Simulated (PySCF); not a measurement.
C8H8Se, SMILES [SeH]/C=C\c1ccccc1 at its GFN2-xTB optimised geometry (Å):

```
17

Se     0.4946    -3.0023     1.3045
C     -1.1454    -2.4832     0.4979
C     -1.4802    -1.2810     0.0241
C     -0.6907    -0.0602     0.0000
C     -1.3539     1.1697    -0.0302
C     -0.6464     2.3550    -0.0247
C      0.7393     2.3386    -0.0041
C      1.4104     1.1271     0.0000
C      0.7035    -0.0602     0.0000
H     -0.0470    -4.2347     1.8447
H     -1.8553    -3.2971     0.4557
H     -2.4904    -1.1742    -0.3557
H     -2.4348     1.1870    -0.0444
H     -1.1754     3.2971    -0.0393
H      1.2933     3.2657    -0.0013
H      2.4904     1.1074    -0.0026
H      1.2461    -0.9971    -0.0456
```

Computed with B3LYP/def2-SVP in PySCF 2.14.0. Cells within 0.4 Å of a nucleus heavier than hydrogen are left out (blank, or x).

Map of the HOMO amplitude (bohr^(-3/2)) on the plane z = 0.0 Å; orbital energy -5.78 eV, overall sign arbitrary:

```
|3333333333333333333333333333333|
|3333333333333333333333333333333|
|3333333333333333333333333333333|
|3333333333333333333333333333333|
|3333333333333333333333333333333|
|3333333333333333333333333333333|
|3333333333333333333333333333333|
|3333333333333333333333333333333|
|3333333333333xx33x3333333333333|
|3333333333333xx3xxx333333333333|
|3333333333333333333333333333333|
|33333333333xx333333x33333333333|
|33333333334xx43333xx33333333333|
|3333333333444433333x33333333333|
|3333333333344432233333333333333|
|3333333333334xx2xx4333333333333|
|3333333332223x222x4333333333333|
|3333333322123333333333333333333|
|3333333322xx5443333333333333333|
|3333333322xx7544333333333333333|
|3333333333356654332233333333333|
|3333333333468753222223333333333|
|3333333334579853211122333333333|
|3333333334567642000122333333333|
|3333333334455431000122333333333|
|3333333334444321000122333333333|
|3333333333333322111122333333333|
|3333333333333322212223333333333|
|3333333333333332222233333333333|
|3333333333333333333333333333333|
|3333333333333333333333333333333|
```
Scale: ten equal steps from -0.071 (start of '0') to 0.127 (end of '9'), in the order '0123456789'; x runs from -5.50 to 5.50, y from -5.50 (bottom) to 5.50 (top).
